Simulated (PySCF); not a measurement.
# Ionisation energy along the 7-electron series

Calculated with PySCF 2.14 and a two-component X2C-1e Hamiltonian (Gaussian nucleus, no Breit or QED terms), each ion in its own even-tempered basis scaled to its charge; GMP2 freezes nothing and drops the highest virtual spinors. Values in eV. NIST values: (m) measured, (s) semi-empirical, (t) theoretical.

```
  ion  configuration  GHF (spin-free)  GMP2 (spin-free)              NIST
 V¹⁶⁺   [He] 2s2 2p3           1171.6            1171.8  1165.2 ± 1.1 (s)
Cr¹⁷⁺   [He] 2s2 2p3           1302.5            1302.6  1294.8 ± 1.6 (s)
Mn¹⁸⁺   [He] 2s2 2p3           1440.2            1440.3  1430.9 ± 2.2 (s)
```

Between Z = 23 and Z = 25 the GMP2 (spin-free) value grows as Z to the power 2.47.
